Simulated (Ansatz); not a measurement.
Z-matrix (Å, degrees):
```
Si
N 1 1.737
Al 1 3.013 2 31.6
H 1 1.488 2 108.6 3 -164.8
H 1 1.488 2 112.1 3 75.3
H 1 1.488 2 110.4 3 -45.3
Si 2 1.732 1 118.2 3 -175.7
N 3 1.795 1 88.9 2 162.3
Si 3 3.013 2 151.4 1 -178.6
N 3 1.782 1 151.4 2 -36.5
H 7 1.487 2 112.3 1 -73.2
H 7 1.489 2 110.2 1 47.3
H 7 1.488 2 108.7 1 166.3
Si 8 1.729 3 118.5 1 101.9
Si 8 1.729 3 118.6 1 -78.1
H 9 1.488 3 101.4 2 -150.6
H 9 1.488 3 87.3 2 101.6
H 9 1.488 3 138.7 2 -14.6
Si 10 1.732 3 123.8 1 -3.2
H 14 1.488 8 111.4 3 -120.2
H 14 1.492 8 107.1 3 -1.4
H 14 1.487 8 112.4 3 118.4
H 15 1.492 8 107.1 3 -1.5
H 15 1.488 8 111.3 3 -120.3
H 15 1.487 8 112.4 3 118.2
H 19 1.489 10 110.2 3 -128.1
H 19 1.488 10 108.7 3 -9.2
H 19 1.487 10 112.4 3 111.4
```

Charge 0, multiplicity 1.

(1) List the PBE0/def2-TZVPP orbital energies in eV (the Gaussian-basis code of Ansatz). (An estimate is asked.)

Answers

(1) The calculation gave: Occupied: -1802.96, -1802.96, -1802.92, -1802.92, -1802.88, -1802.88, -1528.07, -390.97, -390.97, -390.96, -145.25, -145.25, -145.21, -145.21, -145.17, -145.17, -113.95, -99.93, -99.93, -99.91, -99.91, -99.89, -99.89, -99.89, -99.89, -99.87, -99.87, -99.86, -99.86, -99.84, -99.84, -99.82, -99.82, -99.81, -99.81, -74.08, -73.90, -73.88, -23.55, -23.07, -23.07, -15.77, -15.71, -15.45, -14.83, -14.36, -14.33, -12.72, -11.64, -11.62, -11.24, -11.01, -10.98, -10.72, -10.71, -10.67, -9.90, -9.80, -9.71, -9.61, -9.58, -9.44, -9.35, -9.24, -9.18, -8.04, -7.86, -7.78. Lowest empty: -1.09, -0.25, 0.06, 0.20, 0.29, 0.69, 0.76, 0.91.
